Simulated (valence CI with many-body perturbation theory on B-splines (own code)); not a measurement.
**Valence orbitals of Co12+**

Level of theory: relativistic CI+MBPT: five valence electrons over a frozen Dirac-Fock core [Ne], a basis of 9 s, 9 p, 8 d, 6 f, 3 g, 1 h functions for each j, with the one-electron correlation potential Σ1, the two-electron term Σ2, the three-electron term Σ3, Breit, model QED; selected CI, second order for the rest, scaled by the run's own slope (own B-spline code, finite nucleus).

No measured spectrum was set against this ion. As an estimate, levels of excited configurations hold to 0.05 to 0.15 % of their energy, terms of the ground configuration to about 0.5 %. Among the levels kept, up to 630 cm⁻¹ of a level comes from second order outside the variational space, and about a tenth of that is noise between levels of different J, which matters for small intervals.

These are the spectroscopic orbitals of the CI (the correlating ones are not listed), shaped by the core and the other valence electrons. h is the expectation value of the core's Dirac-Fock operator, without the valence repulsion; Σ1 is computed up to l = 3 at one energy for each symmetry, that of its lowest orbital but kept below the first core excitation, so for empty shells it is not the orbital's own correlation shift; Breit and QED include the response of the core.

| Orbital | h (hartree) | Σ1 (cm⁻¹) | Breit (cm⁻¹) | QED (cm⁻¹) | ⟨r⟩ (bohr) |
| --- | --- | --- | --- | --- | --- |
| 3s1/2 | -19.998 | -4988 | 972 | 642 | 0.6794 |
| 4s1/2 | -10.461 | -1426 | 330 | 222 | 1.350 |
| 5s1/2 | -6.406 | -600 | 147 | 99 | 2.264 |
| 6s1/2 | -4.327 | -314 | 78.7 | 53.5 | 3.403 |
| 3p1/2 | -18.631 | -5667 | 1507 | -55.0 | 0.6766 |
| 4p1/2 | -9.8918 | -1635 | 519 | -18.5 | 1.386 |
| 5p1/2 | -6.1265 | -713 | 240 | -8.5 | 2.330 |
| 6p1/2 | -4.1691 | -381 | 131 | -4.6 | 3.501 |
| 3p3/2 | -18.512 | -5540 | 929 | -5.0 | 0.6818 |
| 4p3/2 | -9.8455 | -1609 | 316 | -1.4 | 1.393 |
| 5p3/2 | -6.1039 | -704 | 147 | -0.6 | 2.339 |
| 6p3/2 | -4.1565 | -376 | 80.5 | -0.3 | 3.512 |
| 3d3/2 | -16.653 | -6262 | 499 | -29.1 | 0.6362 |
| 4d3/2 | -9.1118 | -1619 | 172 | -9.8 | 1.411 |
| 5d3/2 | -5.7513 | -715 | 82.7 | -4.7 | 2.402 |
| 3d5/2 | -16.634 | -6178 | 188 | -17.9 | 0.6375 |
| 4d5/2 | -9.1039 | -1597 | 64.5 | -5.8 | 1.413 |
| 5d5/2 | -5.7472 | -705 | 31.2 | -2.7 | 2.404 |
| 4f5/2 | -8.7306 | -747 | 4.9 | -1.2 | 1.310 |
| 5f5/2 | -5.5625 | -397 | 3.6 | -0.7 | 2.333 |
| 4f7/2 | -8.7279 | -743 | -0.5 | 0.1 | 1.310 |
| 5f7/2 | -5.5611 | -395 | -0.3 | -0.1 | 2.334 |
| 5g7/2 | -5.4776 |  | 0.0 | -0.2 | 2.102 |
| 5g9/2 | -5.4769 |  | 0.0 | 0.1 | 2.102 |

Among the shells of the start configuration 3s2 3p3, Σ1 is largest in size for 3p1/2, where it is 0.14 % of h.

Lowest root of each symmetry, sizes in configuration state functions:

| J | Parity | Roots | Reference | Variational | Second order | Change by selected CI (cm⁻¹) | Change by second order (cm⁻¹) |
| --- | --- | --- | --- | --- | --- | --- | --- |
| 1/2 | even | 8 | 47 | 39961 | 840993 | -10376 | -48 |
| 3/2 | even | 11 | 74 | 39899 | 1543741 | -10190 | -185 |
| 5/2 | even | 10 | 76 | 39917 | 1769617 | -10118 | -288 |
| 7/2 | even | 5 | 54 | 39989 | 1810048 | -15835 | -385 |
| 9/2 | even | 2 | 34 | 39931 | 1338824 | -16114 | -242 |
| 1/2 | odd | 4 | 47 | 39991 | 692228 | -14385 | -55 |
| 3/2 | odd | 6 | 74 | 39914 | 1234834 | -10862 | -81 |
| 5/2 | odd | 3 | 70 | 39690 | 1363566 | -14043 | -166 |
| 7/2 | odd | 2 | 53 | 38972 | 1349867 | -13065 | -195 |
| 9/2 | odd | 2 | 28 | 39261 | 1210412 | -13167 | -133 |
